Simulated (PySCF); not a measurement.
Several species in one continuum solvent.

Level: PBE0/pcSseg-1 in PySCF, non-relativistic, each on one gas-phase PBE0-D3(BJ)/def2-SVP geometry that isn't relaxed in the solvent. The solvent is an IEF-PCM continuum (Bondi radii, 1.10 Å for H, scaled by 1.2). Only the electrostatic response of the medium enters.

Problem. Order them by E(solvent) − E(gas) in dichloromethane (ε = 8.93), most negative first (kcal/mol).
A. `CC#CC#CC` (2,4-hexadiyne)
B. `n1c(Cl)c(C)nn1C`
C. `[CH2:1]=[CH:2][P@H+:3]1[CH2:4][CH:5]=[C:6]([SiH3:7])[CH2:8]1` (charge +1) with C1–C2–P3–C4 126°, C2–P3–C4–C5 109°, P3–C4–C5–C6 8°, C5–C6–C8–P3 -8°, C2–P3–C8–C6 -108°

Solution. C (-47.7), B (-4.5), A (-3.9).

```csv
SMILES,charge,ΔE (kcal/mol),polarisation term (kcal/mol),HOMO shift (eV),dipole gas (D),dipole solvent (D),atoms
C=C[P@H+]1CC=C([SiH3])C1,1,-47.7,-49.2,+3.42,–,–,20
Cc1nn(C)nc1Cl,0,-4.5,-5.0,-0.04,1.78,2.08,14
CC#CC#CC,0,-3.9,-4.7,-0.21,0.00,0.00,12
```

The ion comes first with 47.7 kcal/mol, the neutral species gain 4.5 at most. The polarisation term is half the interaction of the solute with the induced surface charges. No dipole is given for ions, as it depends on the origin.
